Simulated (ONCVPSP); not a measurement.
# Plane-wave convergence, ONCV potential for phosphorus

* Element: P (Z = 15)
* Generator: ONCVPSP 4.0.1
* Type: optimised norm-conserving Vanderbilt (ONCV)
* Functional: LDA (Perdew-Wang 92)
* Relativity: fully relativistic
* Frozen core: [Ne]
* Valence charge: 5
* Reference configuration: 3s1.75 3p3.25
* Partial waves: 3s: rc 1.65 bohr, ncon 5, nbas 9, qcut 4.2 1/bohr, 2 projectors, debl 2.2 Ha; 3p: rc 1.90 bohr, ncon 3, nbas 7, qcut 5.1 1/bohr, 3 projectors, debl 2.6 Ha; d scattering state at 0.1 Ha: rc 1.55 bohr, ncon 3, nbas 6, qcut 6.3 1/bohr, local
* Local potential: the d channel
* Core correction: none

Open shells are filled in proportion to 2j + 1.

**Question.** For each optimised wave give the share of its norm inside rc, the residual kinetic energy above qcut (Ha) and the cutoffs (Ha) for errors of 10, 1, 0.1 and 0.01 mHa per electron.

**Answer.**

```json
{"wave": "3s", "norm inside rc": "0.423", "residual KE": "2.4e-03", "10 mHa": "6.6", "1 mHa": "13.1", "0.1 mHa": "63.0", "0.01 mHa": "79.5"}
{"wave": "s projector 2", "norm inside rc": "0.098", "residual KE": "4.9e-03", "10 mHa": "7.7", "1 mHa": "17.1", "0.1 mHa": "65.5", "0.01 mHa": "106.1"}
{"wave": "3p j=3/2", "norm inside rc": "0.376", "residual KE": "6.2e-06", "10 mHa": "3.1", "1 mHa": "4.5", "0.1 mHa": "8.4", "0.01 mHa": "12.2"}
{"wave": "p projector 2 j=3/2", "norm inside rc": "0.133", "residual KE": "7.7e-05", "10 mHa": "5.4", "1 mHa": "8.3", "0.1 mHa": "12.3", "0.01 mHa": "37.5"}
{"wave": "p projector 3 j=3/2", "norm inside rc": "0.141", "residual KE": "1.8e-03", "10 mHa": "10.1", "1 mHa": "13.6", "0.1 mHa": "20.9", "0.01 mHa": "75.9"}
{"wave": "3p j=1/2", "norm inside rc": "0.380", "residual KE": "6.2e-06", "10 mHa": "3.1", "1 mHa": "4.5", "0.1 mHa": "8.3", "0.01 mHa": "12.2"}
{"wave": "p projector 2 j=1/2", "norm inside rc": "0.133", "residual KE": "7.6e-05", "10 mHa": "5.4", "1 mHa": "8.2", "0.1 mHa": "12.3", "0.01 mHa": "37.7"}
{"wave": "p projector 3 j=1/2", "norm inside rc": "0.142", "residual KE": "1.8e-03", "10 mHa": "10.0", "1 mHa": "13.6", "0.1 mHa": "20.6", "0.01 mHa": "75.0"}
{"wave": "d projector 1 j=5/2", "norm inside rc": "0.029", "residual KE": "3.0e-05", "10 mHa": "5.6", "1 mHa": "12.0", "0.1 mHa": "17.3", "0.01 mHa": "33.6"}
{"wave": "d projector 1 j=3/2", "norm inside rc": "0.029", "residual KE": "3.0e-05", "10 mHa": "5.6", "1 mHa": "12.0", "0.1 mHa": "17.3", "0.01 mHa": "33.7"}
```

The occupied waves need 13 Ha and 63 Ha for 1 and 0.1 mHa.
